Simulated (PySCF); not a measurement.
# Ge (germanium, neutral) across methods

[Ar] 3d10 4s1 4p2 4d1, one real determinant (an excited configuration). Computed with PySCF 2.14 in aug-cc-pVDZ-PP with ECP10MDF (5s4p3d, 32 functions), with a scalar-relativistic core potential. The B2PLYP total includes its PT2 part (frozen core); its orbital energies are those of the SCF part.

```csv
method,E (hartree),mean ε 4s α (eV),mean ε 4p α (eV),mean ε 4d α (eV),Σ⟨r²⟩ (bohr²),⟨S²⟩
r2SCAN,-293.9172,-16.298,-7.401,0.868,51.01,6.002
BLYP,-293.9803,-15.345,-6.631,1.028,51.19,6.000
LC-wPBE,-294.0600,-20.556,-10.831,-0.960,50.65,6.001
LDA,-293.5392,-15.841,-7.043,0.848,51.02,6.001
PBE0,-293.9952,-17.236,-8.127,0.368,51.03,6.001
UHF,-292.90530,-21.618,-11.145,-0.514,51.49,6.001
BHandHLYP,-293.8714,-18.645,-8.949,0.257,51.06,6.000
B2PLYP,-293.6361,-18.760,-9.051,0.208,51.19,6.001
```

Q: Estimate the same row for PBE.

A: E (hartree) = -294.0252; mean ε 4s α (eV) = -15.579; mean ε 4p α (eV) = -6.966; mean ε 4d α (eV) = 0.772; Σ⟨r²⟩ (bohr²) = 51.12; ⟨S²⟩ = 6.001.

⟨L²⟩ = 8.00 against 12 for a pure F term, so this real determinant mixes terms. Energies and moments cover only the electrons outside the core potential. The outer electron is Rydberg-like, and this basis confines it to a smaller radius and binds it less than a complete one would.

The highest occupied level is positive at r2SCAN, BLYP, LDA, PBE0, BHandHLYP, B2PLYP, PBE: only the finite basis holds that electron, which in a density functional comes from self-interaction.
